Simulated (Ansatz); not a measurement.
C3H5ClSi, SMILES `C=C1[SiH2]C1Cl` from Hartree–Fock to CCSD(T)

```xyz
10

C     1.557   -0.801    0.186
C     0.444   -0.172   -0.145
Si   -1.243   -0.114   -0.834
C    -0.356    0.952    0.429
Cl   -0.654    1.005    2.168
H     1.892   -1.682   -0.351
H     2.173   -0.461    1.015
H    -1.538    0.472   -2.160
H    -2.204   -1.140   -0.381
H    -0.071    1.941    0.072
```

The species carries charge 0 and has multiplicity 1. Geometry: relaxed with PBE0-D4/def2-TZVP. Frozen core, restricted reference, Ansatz 0.2.0. CBS rows extrapolate triple and quadruple zeta; past MP2 they add the triple-zeta difference.

```tsv
basis	HF (Eh)	MP2 corr.
def2-TZVPP	-864.92252	-0.79244
def2-QZVPP	-864.94931	-0.85150
```

Task: Estimate the CCSD correlation energy and the (T) correction in each basis where they were run (hartree).

Result: 
```csv
basis,CCSD corr.,(T)
def2-TZVPP,-0.84070,-0.04060
CBS(def2),-0.94350,as TZ
```
